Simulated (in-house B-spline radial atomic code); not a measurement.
Successive ionisation energies of europium; each step leads to the configuration of the next row (after the last: bare). NIST's values go from ground level to ground level; the uncertainty of those that are theory runs from under 0.1 % in few-electron ions to several per cent in heavy many-electron ones. Computed with an all-electron radial atomic-structure program (B-spline basis): non-relativistic Hartree-Fock, average of the configuration, point nuclei.

This level leaves out relativity, spin-orbit splitting included, which matters for heavy ions.

```csv
ion,configuration,ionisation energy (eV),tabulated value (eV),tabulated kind,computed minus tabulated (eV),highest orbital,largest mean radius (bohr)
Eu45+,[Ne] 3s2 3p6,3787.8,3823,tabulated theory,-35,3p,0.2441
Eu46+,[Ne] 3s2 3p5,3887.3,3921,tabulated theory,-34,3p,0.24302
Eu47+,[Ne] 3s2 3p4,?,?,tabulated theory,?,?,?
Eu48+,[Ne] 3s2 3p3,4088.9,4131,tabulated theory,-42,3p,0.24088
Eu49+,[Ne] 3s2 3p2,4191.0,4400,tabulated theory,-209,3p,0.23982
Eu50+,[Ne] 3s2 3p1,4294.0,4513,tabulated theory,-219,3p,0.23878
Eu51+,[Ne] 3s2,4488.2,4729,tabulated theory,-241,3s,0.23774
Eu52+,[Ne] 3s1,4591.0,4838,tabulated theory,-247,3s,0.23659
Eu53+,[He] 2s2 2p6,?,?,tabulated theory,?,?,?
Eu54+,[He] 2s2 2p5,11088.3,11153,tabulated theory,-65,2p,0.099994
Eu55+,[He] 2s2 2p4,11366.1,11457,tabulated theory,-91,2p,0.099505
Eu56+,[He] 2s2 2p3,11646.6,11739,tabulated theory,-92,2p,0.099021
Eu57+,[He] 2s2 2p2,?,?,tabulated theory,?,?,?
Eu58+,[He] 2s2 2p1,12216.1,13050,tabulated theory,-834,2p,0.098065
Eu59+,[He] 2s2,12572.8,13462,tabulated theory,-889,2s,0.097593
Eu60+,[He] 2s1,12824.9,13738.58,tabulated theory,-914,2s,0.097157
Eu61+,1s2,52932.6,55865.93,tabulated theory,-2933,1s,0.023952
Eu62+,1s1,54001.0,57120.64,tabulated theory,-3120,1s,0.02381
```

Task: Fill in the row of Eu47+.

Result: ionisation energy (eV): 3987.7; tabulated value (eV): 4031; computed minus tabulated (eV): -43; highest orbital: 3p; largest mean radius (bohr): 0.24194.

Task: Fill in the row of Eu53+.

Result: ionisation energy (eV): 10813.3; tabulated value (eV): 10880; computed minus tabulated (eV): -67; highest orbital: 2p; largest mean radius (bohr): 0.10049.

Task: Fill in the row of Eu57+.

Result: ionisation energy (eV): 11930.0; tabulated value (eV): 12718; computed minus tabulated (eV): -788; highest orbital: 2p; largest mean radius (bohr): 0.098541.

Task: Where is the largest jump?

Result: From Eu60+ to Eu61+, by a factor of 4.13 (12825 to 52933 eV); the highest orbital goes from 2s to 1s.
